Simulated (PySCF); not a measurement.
V(OH)4: V(IV) (d1), charge 0. The structure is a PBE0-D3(BJ)/def2-TZVP geometry optimised for multiplicity 2; coordination tetrahedral, point group S4, metal–donor distances 1.77 Å.

```
9

V     0.000    0.000    0.000
O     1.023    1.023    1.026
H     0.658    1.825    1.414
O    -1.023   -1.023    1.026
H    -0.658   -1.825    1.414
O    -1.023    1.023   -1.026
H    -1.825    0.658   -1.414
O     1.023   -1.023   -1.026
H     1.825   -0.658   -1.414
```

Method (PySCF 2.14, density fitting): CASSCF(1,5) with orbitals averaged over all microstates of the shell, strongly contracted NEVPT2 on the averaged canonical orbitals; basis x2c-TZVPall on the metal, x2c-SVPall elsewhere; spin-free X2C; gas phase; spin-orbit coupling by state interaction with the mean-field operator over all roots.

**Question.** Which term lies lowest, and with what spin?

**Answer.** 2B (from 2E) (S = 1/2, orbital degeneracy 1), with 1.0 electrons in the lower (e-type) set and 0.0 in the upper (t2-type) set, by NEVPT2.

**Question.** List the excited states of the same spin.

**Answer.** By NEVPT2: 2A (from 2E) at 7076 cm⁻¹ (1413 nm); 2E (from 2T2) at 16967 cm⁻¹ (589 nm); 2B (from 2T2) at 18011 cm⁻¹ (555 nm). The strongest, at 16967 cm⁻¹, has f = 1.8e-03.

**Question.** What ligand-field parameters describe the result?

**Answer.** At NEVPT2 level: orbital energies 0, 7076, 16967, 16967, 18011 cm⁻¹; 10Dq = 13778 cm⁻¹ (difference of the means of the two sets); ζ = 176 cm⁻¹ (free ion 245).

**Question.** What are the magnetic parameters?

**Answer.** The ground doublet has g = 1.933, 1.984, 1.984. μeff is 1.73 μB at 300 K and 1.70 μB at 10 K; the spin-only value is 1.73 μB.

Charge-transfer states lie outside this active space and may come lower than some of these levels. NEVPT2 lifts 2A (from 2E) from 5313 to 7076 cm⁻¹; on the d shell alone such lifts tend to overshoot. An active orbital has only 0.75 squared overlap with the free ion's shell, so the metal shell alone is a small active space here. NEVPT2 on the d shell alone tends to put d–d bands too high for such charged or covalently bound ions.

The job took 5.4 s on one thread of Arm Neoverse V1 (shared host), with 124 basis functions, launched as `OMP_NUM_THREADS=1 python lf_run.py task.json out`.
